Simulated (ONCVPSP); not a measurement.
# tungsten, ONCV: configuration errors across variants

ONCVPSP 4.0.1 input, shortened (lines: element, Z, core and valence counts, functional; n l f; lmax; l rc ep ncon nbas qcut; lloc lpopt rc5 dvloc0; l nproj debl; icmod fcfact rcfact), PBEsol, scalar-relativistic:

```
  W 74.00   11    3  -116133      upf
    1    0    2.00
    2    0    2.00
    2    1    6.00
    3    0    2.00
    3    1    6.00
    3    2   10.00
    4    0    2.00
    4    1    6.00
    4    2   10.00
    4    3   14.00
    5    0    2.00
    5    1    6.00
    5    2    4.00
    6    0    2.00
    2
    0    2.80    0.00    4    7    2.30
    1    1.20    0.00    4    7    6.70
    2    2.40    0.00    3    7    5.20
    4    2    1.05    0.00
    0    2    3.10
    1    1    2.70
    2    1    1.00
    1    0.70    0.00
```

All-electron excitation energies from the reference (eV): (1) 5p6 5d4 6s1 8.925; (2) 5p6 5d4 6s0 24.621; (3) 5p6 5d3 6s0 50.025; (4) 5p6 5d5 6s0 9.724.

1 further variants failed, have other tests or another functional or relativity, and are left out.

A true bound ghost makes a file unfit for plane-wave use even where its test errors are small: the radial tests pick states by their node count and pass the ghost by.

Errors AE − PS in meV (a dash: test not solved or not reliable):

```csv
change,(1),(2),(3),(4),bound ghosts,GHOST(+) flags above zero
base,-7.8,-34,-29,-36,s,s
"all radii but the core radius scaled by about 1.04 (s 2.92, p 1.26, d 2.50 bohr); local potential polynomial inside 1.10 bohr (lpopt 2, dvloc0 0 Ha)",-7.9,-34,-46,-22,s,s
s: qcut 2.5; p: qcut 7.2; d: qcut 5.6,-8.9,-38,-18,-53,s,s
core correction none,-7.1,-26,-3.4,-28,s,s
```

(1) Give the same row for: s: debl 2.5.

Answers

(1) -7.7, -34, -29, -36; bound ghosts: s; GHOST(+) flags above zero: none.
